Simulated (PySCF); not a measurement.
AlH3Se3. Atoms are numbered in the order given.

```xyz
7

Al     0.0200     0.0023     0.0027
Se    -2.2181    -0.6152    -0.0666
H     -1.9253    -1.9333     0.5319
Se     0.5004     2.2288    -0.4619
H      1.9499     1.9635    -0.5529
Se     1.6299    -1.5981     0.5099
H      2.7018    -0.5886     0.6170
```
Charge 0, spin multiplicity 1.

Geometry: B3LYP-D3(BJ)/def2-SVP. One conformer was computed; it need not be the lowest.

All values below come from PBE/def2-TZVP in PySCF.

Isolated molecule, no solvent.

The total energy is -7447.81943 hartree, the highest occupied level comes out as -6.18 eV and the lowest empty level comes out as -1.83 eV. The orbital gap comes out as 4.36 eV and the dipole moment is 1.02 D. The quadrupole, principal values (traceless, Buckingham form, about the centre of nuclear charge) is -4.26, -2.85, 7.11 D·Å and the mean static polarisability is 113.2 bohr³ (16.77 Å³). The polarisability, principal values comes out as 80.9, 128.8, 129.8 bohr³.
